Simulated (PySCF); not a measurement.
## Two-component Hartree-Fock for Ir(75+) (iridium, charge +75)

Start: 1s2. Calculated with PySCF 2.14 in an uncontracted even-tempered set (16 s from 28 bohr⁻², ratio 2.6; 13 p from 37 bohr⁻², ratio 2.6; 6 d from 38 bohr⁻², ratio 2.8; 3 f from 1600 bohr⁻², ratio 2.8): generalised Hartree-Fock with the X2C-1e Hamiltonian and a Gaussian nucleus; spin-orbit coupling (SO) screened by Boettger's factors.

```json
{"spinor shell": "1s1/2", "electrons": "2", "ε, screened SO (eV)": "-86669.6", "weight of nominal j (screened SO)": "1.000", "rms radius, screened SO (bohr)": "0.0196"}
```

| quantity | screened SO |
| --- | --- |
| E (hartree) | -6428.32309 |
| M_J | 0 |
| ⟨J²⟩ | 0.000 |
| ⟨L²⟩ | 0.000 |
| ⟨S²⟩ | 0.000 |

Breit and QED terms are absent; they matter most for the inner s and p1/2 levels.

Densities and radii are taken from the X2C orbitals without a picture-change correction, which distorts them close to the nucleus.
